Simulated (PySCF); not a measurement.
Dipole response of Fe (iron, neutral)

[Ar] 3d6 4s2, high-spin 5D determinant. Calculation: PySCF 2.14, in aug-cc-pVQZ-DK (9s8p6d4f3g2h, 140 functions); the spin-free X2C one-electron Hamiltonian (Gaussian nucleus). Coupled (time-dependent) response in atomic units; α is the mean over directions.

```
method  mean α (bohr³)         α xx, yy, zz  C₆ (like pair)  S(−4)
  PBE0           64.49  63.80, 63.80, 65.87           584.1   2342
```

S(−4) is the Cauchy moment in α(ω) = α(0) + S(−4) ω² + …

Reference α: 62 ± 4 bohr³ (recommended; Schwerdtfeger and Nagle, table of static dipole polarizabilities (2023 update)). Published C₆: 482.0 (Chu and Dalgarno (2004); Tang, Norbeck and Certain (1976)).

α(iu) at PBE0:

| u (hartree) | α(iu) (bohr³) |
| --- | --- |
| 0 | 64.49 |
| 0.0500 | 59.26 |
| 0.100 | 48.34 |
| 0.200 | 29.31 |
| 0.300 | 18.72 |
| 0.500 | 9.680 |
| 0.750 | 5.622 |
| 1.00 | 3.840 |
| 1.50 | 2.260 |
| 2.00 | 1.546 |
| 3.00 | 0.8850 |
| 5.00 | 0.4148 |

A single London oscillator, α(iu) = α/(1 + u²/ω²), gives C₆ = (3/4) ω α². Matching the computed C₆ needs ω = 4 × 584.1 / (3 × 64.49²) = 0.187 hartree.

The components differ because the open shell of this determinant is not spherical; for a pure term their mean is the scalar polarisability.
